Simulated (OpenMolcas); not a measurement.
Computed levels of 5s² 5p³ in ions with 51 electrons, in cm-1 above ⁴S°_3/2.

| Quantity | Value |
| --- | --- |
| Program | OpenMolcas |
| Method | SS-CASPT2, IPEA 0.25 Eh, imaginary shift 0.1 Eh |
| Basis | ANO-RCC-VTZP |
| Scalar Hamiltonian | DKH2, point nucleus |
| Spin-orbit coupling | state interaction with AMFI integrals over the reference wave functions, term energies averaged over their components |

Active space for each ion: 3 electrons in 3 orbitals (5p); closed shells correlated by CASPT2: 4d 5s.

| Level | Te+ | Xe3+ |
| --- | --- | --- |
| ²D°_3/2 | 11330 | 14070 |
| ²D°_5/2 | 13120 | 17820 |
| ²P°_1/2 | 21990 | 29100 |
| ²P°_3/2 | 24660 | 35280 |

Question: Estimate ²D°_3/2, ²D°_5/2 for I2+ from its neighbours Te+ and Xe3+.

Answer: ²D°_3/2 is another term, which grows about linearly with the charge: (11330 + 14070) / 2 = 12700. The calculation gives 12680, so the estimate is off by +0.2 %.
²D°_5/2 is another term, which grows about linearly with the charge: (13120 + 17820) / 2 = 15470. The calculation gives 15430, so the estimate is off by +0.3 %.

Term energies are means over components that CASPT2 splits; among the terms shown or strongly mixed into the levels shown the widest spread is 120 cm-1 (5s² 5p³ ²D°, I2+). With the s shell closed, the reference lacks s² → p² mixing. Only configurations of the active space appear.

° marks odd parity.
